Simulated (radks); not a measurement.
Question: The nitrogen anion N-, [He] 2s2 2p4, held by a Watson sphere: a shell of charge +0.78 at radius R that stands for the Madelung well of a crystal (potential energy -0.78/R inside, -0.78/r outside, in hartree with lengths in bohr). Calculated with a radial shooting solver on a logarithmic mesh with Libxc functionals: scalar-relativistic Kohn-Sham, r2SCAN, spin-unpolarised, spherical densities, finite nucleus; meta-GGA in the generalised Kohn-Sham scheme; Fermi nuclear charge, rms radius of each element as measured or else 0.836 A^(1/3) + 0.57 fm.

R (bohr)  e(1s) (eV)  e(2s) (eV)  e(2p) (eV)  <r> 2p (bohr)  sum of <r^2> (bohr^2)  X-ray form factor at sin(theta)/lambda = 0.1 1/angstrom
2.09         -384.47     -16.762      -4.661          1.641                  19.12                                                    6.808
2.15         -384.46     -16.660      -4.581          1.649                  19.30                                                    6.800
2.19         -384.46     -16.593      -4.528          1.655                  19.42                                                    6.795
3.05         -384.04     -15.389      -3.486          1.746                  21.63                                                    6.704
3.58         -383.69     -14.832      -2.955          1.787                  22.72                                                    6.667

Estimate the row for R = 2.76 bohr.

Answer: e(1s) (eV) -384.22; e(2s) (eV) -15.749; e(2p) (eV) -3.813; <r> 2p (bohr) 1.720; sum of <r^2> (bohr^2) 20.95; X-ray form factor at sin(theta)/lambda = 0.1 1/angstrom 6.729.
